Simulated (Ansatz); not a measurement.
A nudged elastic band was laid between two geometries of AlBFH$_{5}$Si (9 atoms, charge 0, multiplicity 1).

Computed with RKS BLYP-D4/def2-SVP in Ansatz 0.2.0.

```
movable images  : 9
climbing image  : yes
spring          : 5.0 eV/Å²
optimiser       : quadratic models (default)
start path      : through a guess of the saddle point
force threshold : 0.05 eV/Å
iteration limit : 60
end points      : relaxed
```

Image 0:

```xyz
9
Properties=species:S:1:pos:R:3
F -2.495 -1.215 1.365
Al -1.375 0.042 1.504
B -0.371 0.677 -0.252
Si 1.282 -0.215 -0.992
H -1.160 0.595 2.985
H -0.814 1.590 -0.924
H 2.209 0.687 -1.760
H 0.719 -1.230 -1.962
H 2.093 -0.976 0.020
```

Image 10:

```xyz
9
Properties=species:S:1:pos:R:3
F -2.416 -1.824 1.645
Al -1.671 -0.510 0.919
B -0.347 0.924 0.215
Si 1.085 -0.192 -0.710
H -0.038 1.370 1.316
H -1.010 1.660 -0.497
H 2.231 0.691 -1.135
H 0.585 -0.898 -1.944
H 1.670 -1.267 0.174
```

Problem. What changes between the two ends?

Solution. Bonds broken: Al2–H5. Bonds formed: B3–H5.

Problem. Give the energies along the band, and the barrier.

Solution. The forces met the threshold. The highest image is number 6 of 0 to 10, 10.2 kcal/mol above the first end and 27.3 kcal/mol above the last; the last end lies 17.1 kcal/mol below the first. A vibrational analysis at the climbing image gives one clearly imaginary mode, 419i cm⁻¹: a first-order saddle point. The orbitals stay closed-shell, which can raise the energy where a bond breaks towards radicals; this wasn't checked here.

```json
{"image": "0", "path coordinate (Å)": "0.00", "energy (kcal/mol)": "0.0", "Al2–H5 (Å)": "1.60", "B3–H5 (Å)": "3.33"}
{"image": "1", "path coordinate (Å)": "0.52", "energy (kcal/mol)": "0.1", "Al2–H5 (Å)": "1.60", "B3–H5 (Å)": "3.33"}
{"image": "2", "path coordinate (Å)": "1.04", "energy (kcal/mol)": "0.1", "Al2–H5 (Å)": "1.60", "B3–H5 (Å)": "3.34"}
{"image": "3", "path coordinate (Å)": "1.56", "energy (kcal/mol)": "0.5", "Al2–H5 (Å)": "1.59", "B3–H5 (Å)": "3.25"}
{"image": "4", "path coordinate (Å)": "2.08", "energy (kcal/mol)": "2.9", "Al2–H5 (Å)": "1.60", "B3–H5 (Å)": "2.98"}
{"image": "5", "path coordinate (Å)": "2.60", "energy (kcal/mol)": "7.1", "Al2–H5 (Å)": "1.62", "B3–H5 (Å)": "2.62"}
{"image": "6", "path coordinate (Å)": "3.12", "energy (kcal/mol)": "10.2", "Al2–H5 (Å)": "1.68", "B3–H5 (Å)": "2.15"}
{"image": "7", "path coordinate (Å)": "3.64", "energy (kcal/mol)": "-2.6", "Al2–H5 (Å)": "1.88", "B3–H5 (Å)": "1.55"}
{"image": "8", "path coordinate (Å)": "4.15", "energy (kcal/mol)": "-16.9", "Al2–H5 (Å)": "2.26", "B3–H5 (Å)": "1.24"}
{"image": "9", "path coordinate (Å)": "4.67", "energy (kcal/mol)": "-17.1", "Al2–H5 (Å)": "2.39", "B3–H5 (Å)": "1.23"}
{"image": "10", "path coordinate (Å)": "5.19", "energy (kcal/mol)": "-17.1", "Al2–H5 (Å)": "2.52", "B3–H5 (Å)": "1.23"}
```

Problem. What is the geometry of the highest image?

Solution. 
```xyz
9
Properties=species:S:1:pos:R:3:forces:R:3
F -2.385 -1.302 2.237 0.00 0.00 0.00
Al -1.534 -0.312 1.191 0.01 0.00 0.00
B -0.653 0.515 -0.396 -0.02 0.01 0.01
Si 1.178 -0.180 -0.885 0.00 0.00 0.00
H -0.412 0.820 1.716 0.00 0.00 -0.01
H -1.049 1.619 -0.708 0.01 -0.01 0.00
H 2.267 0.855 -0.941 0.00 0.00 0.00
H 1.040 -0.776 -2.263 0.00 0.00 0.00
H 1.636 -1.284 0.031 0.00 0.00 0.00
```

Problem. What are the harmonic wavenumbers there?

Solution. 419i, 54, 123, 182, 328, 359, 455, 574, 593, 676, 729, 787, 881, 909, 927, 936, 1596, 2125, 2137, 2147, 2555 cm⁻¹.

Run time: 3.6 min on 2 threads of Intel(R) Xeon(R) Platinum 8488C (Sapphire Rapids), with other jobs on the host, peak memory 0.15 GiB.
